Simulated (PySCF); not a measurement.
## Relaxation of singlet H₂Se

Level of theory: PBE0/[Se def2-TZVP, H def2-TZVP], no relativity, density fitting, PySCF. A (50,194) grid was used.

A start displaced from a saddle point along its imaginary mode, of C2v symmetry, held to at least that symmetry:

```xyz
3
charge 0 multiplicity 1, angstrom
Se    0.0003    0.0030    0.0000
H    -0.0132   -0.1193    1.4240
H    -0.0132   -0.1193   -1.4240
```

Optimiser trace:
```csv
step,E − E(last) (kJ/mol),largest gradient (Eh/bohr)
0,295.37,0.05329
1,188.23,0.08730
2,74.05,0.03913
3,38.74,0.03802
4,9.86,0.02113
5,0.56,0.01056
6,0.02,0.00177
7,0.00,0.00004
```

It ends at C2v with Se–H 1.467 Å (×2); H–Se–H 91.2°. No frequency check is given, so it may be a saddle point.
